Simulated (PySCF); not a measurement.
Work out the structure from these simulated measurements.

Formula: C7H12OSi.

- Dipole: 1.36 D [CAM-B3LYP/def2-SVPD]
- UV, first state: lowest singlet excitation: 3.89 eV (319 nm, f = 0.098) [TDDFT CAM-B3LYP/def2-SVPD]
- 1H NMR: chemical shifts (computed TMS as zero) by class: 7.03 (1 H), 6.09 (1 H), 5.26 (1 H), 4.74 (2 H), 3.69 (1 H), 1.25 (6 H) ppm [GIAO PBE/pcSseg-1]
- 13C NMR: chemical shifts (computed TMS as zero) by class: 174.0 (1 C), 157.7 (1 C), 121.8 (1 C), 108.3 (1 C), 83.8 (1 C), 24.0 (2 C) ppm [GIAO PBE/pcSseg-1]
- Valence photoelectron: vertical ionisation energy: 7.67 eV [ΔSCF CAM-B3LYP/def2-SVPD]
- Rotational structure: rotational constants A, B, C: 2.988, 0.814, 0.731 GHz [PBE0-D3(BJ)/def2-SVP]
- Triplet: lowest triplet excitation (Tamm–Dancoff): 2.37 eV [TDA CAM-B3LYP/def2-SVPD]
- NMR, other nuclei: isotropic shieldings of nuclei other than C and H, by class: 130 (1 O), 402 (1 Si) ppm [GIAO PBE/pcSseg-1]
- Polarisability: 113.9 au [CAM-B3LYP/def2-SVPD]

Gas-phase values; electronic properties from PySCF, density fitting. Levels stand in brackets. The structure is a single PBE0-D3(BJ)/def2-SVP conformer in the gas phase; no vibrational or solvent corrections. Each NMR value is the plain mean over a class of atoms that symmetry, rotation or inversion makes alike.

Problem. Propose a structure and show how it fits.

Solution. Numbering: `[CH3:1][CH:2]([CH3:3])[O:4][C:5]1=[CH:6][CH:7]=[CH:8][SiH2:9]1`. Its formula, C7H12OSi, gives 3 degrees of unsaturation: 1 ring and 2 π bonds in the structure found. 7 carbons fall into 6 classes; from least to most shielded: vinylic carbon bearing oxygen [C5] (174.0 ppm), alkene CH carbon [C7] (157.7 ppm), alkene CH carbon [C6] (121.8 ppm), alkene CH carbon [C8] (108.3 ppm), chain sp3 carbon bound to oxygen [C2] (83.8 ppm), methyl carbon [C1/C3] (24.0 ppm, 2 C). Hydrogen classes from least to most shielded: 1 H on an alkene CH carbon, C7 (7.03 ppm), 1 H on an alkene CH carbon, C6 (6.09 ppm), 1 H on an alkene CH carbon, C8 (5.26 ppm), 2 H on an SiH2 silicon, Si9 (4.74 ppm), 1 H on an sp3 carbon bound to oxygen, C2 (3.69 ppm), 6 H on 2 methyl carbons, C1/C3 (1.25 ppm, a mean of values up to 0.7 ppm apart in this geometry). The other shieldings belong to: 130 ppm, ether oxygen [O4]; 402 ppm, SiH2 silicon [Si9]. The first electron is taken from the HOMO, whose largest Löwdin shares are 0.22 on each of 2 atoms of one kind (alkene CH carbon), 0.17 on the vinylic carbon bearing oxygen and 0.17 on the ether oxygen. The optimised geometry has point group C1 and is an asymmetric top. Structure: `C1(=CC=C[SiH2]1)OC(C)C`. The assignments are read from this structure; whether some other isomer fits the data as well wasn't checked.

The values belong to the conformer `[CH3:1][CH:2]([CH3:3])[O:4][C:5]1=[CH:6][CH:7]=[CH:8][SiH2:9]1`: C1–C2–O4–C5 -154°, C2–O4–C5–C6 -170°.
